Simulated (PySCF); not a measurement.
Excitation energies in several basis sets

Species: C5H10Si.
SMILES: `C1C[SiH]1C1CC1`

TDDFT with PBE0 (PySCF), vertical singlets, core orbitals frozen in the response, spherical d and f functions. The structure is a single PBE0-D3(BJ)/def2-SVP conformer in the gas phase; no vibrational or solvent corrections.

Q: How do the low singlets change with the basis? Take 6-31G*, 6-31+G*, def2-SVP, def2-SVPD, aug-cc-pVDZ and def2-TZVP.

A: 

| basis | functions | diffuse | S1 (eV) | S2 (eV) | S3 (eV) | S4 (eV) | S5 (eV) | LUMO (eV) | α (au) |
| --- | --- | --- | --- | --- | --- | --- | --- | --- | --- |
| 6-31G* | 108 | no | 6.81 | 6.86 | 7.23 | 7.66 | 7.78 | 1.31 | 72.8 |
| 6-31+G* | 132 | yes | 5.73 | 5.85 | 5.96 | 6.06 | 6.72 | 0.28 | 81.5 |
| def2-SVP | 138 | no | 6.83 | 6.89 | 6.96 | 7.29 | 7.60 | 1.20 | 75.6 |
| def2-SVPD | 204 | yes | 6.25 | 6.31 | 6.41 | 6.51 | 7.04 | 0.66 | 85.1 |
| aug-cc-pVDZ | 232 | yes | 5.60 | 5.76 | 5.80 | 5.86 | 6.46 | 0.05 | 87.5 |
| def2-TZVP | 252 | no | 6.32 | 6.38 | 6.66 | 6.84 | 7.12 | 0.73 | 83.9 |

States are compared by their number. Against the largest diffuse basis here (aug-cc-pVDZ, itself not a converged limit), sets without diffuse functions differ by up to 1.23 eV in S1 and 1.32 eV in S5; the smaller diffuse sets differ by up to 0.65 and 0.57 eV. State by state, the largest deviation of a set without diffuse functions is S1 1.23, S2 1.12, S3 1.43, S4 1.80, S5 1.32 eV. The same number needn't mean the same state in each row. Against aug-cc-pVDZ the polarisability deviates by -17% in 6-31G*, -7% in 6-31+G*, -14% in def2-SVP, -3% in def2-SVPD, -4% in def2-TZVP. A single + in a Pople set puts diffuse functions on heavy atoms only.
